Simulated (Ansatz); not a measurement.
Basis-set extrapolation for BFH6SSi2, SMILES `FB(S)[SiH2][SiH3]` (PBE0-D4/def2-TZVP geometry, frozen core, Ansatz 0.2.0). Multiplicity 1, RHF reference.

```
                       def2-TZVPP    def2-QZVPP
                 HF  -1103.174428  -1103.208631
    MP2 correlation     -0.772614     -0.837135
CCSD(T) correlation     -0.870842       not run
```

Energies in hartree. Use E(X) = E(∞) + A·exp(−7.88·√X) for Hartree–Fock and E(X) = E(∞) + B·X^(−2.97) for correlation, with X = 3 and 4, and add CCSD(T) minus MP2 of the smaller set to the MP2 limit.

Q: What is the CCSD(T) energy at the basis-set limit?

A: HF limit: -1103.208631 + (-0.034203) × 0.13774 = -1103.21334. MP2 limit: -0.837135 + (-0.064521) × 0.74074 = -0.88493. Higher-order term: -0.870842 − (-0.772614) = -0.09823. Total: -1104.19650 hartree, 4.12 eV below CCSD(T)/def2-TZVPP.
